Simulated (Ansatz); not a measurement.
A structure relaxed at PBE0-D4/def2-TZVPD in Ansatz, charge -1, singlet:

| atom | x (Å) | y (Å) | z (Å) |
| --- | --- | --- | --- |
| V1 | -0.592 | 1.756 | -0.475 |
| V2 | 1.795 | -0.257 | 0.547 |
| V3 | -1.204 | -1.499 | -0.071 |

(1) Give its formula.

(2) Summarise the bond lengths by kind (pairs closer than 1.2 times the sum of covalent radii, bridged metal pairs left out).

Results:

(1) the cluster V₃⁻.

(2) 3 × V–V 3.29 to 3.34 Å.

The relaxation made no stability test and no search for a lower SCF solution. No other spin state of charge -1 was run. Another isomer (triplet) lies 8.12 eV lower at PBE0-D4/def2-TZVPD; other spin states weren't run for this one.
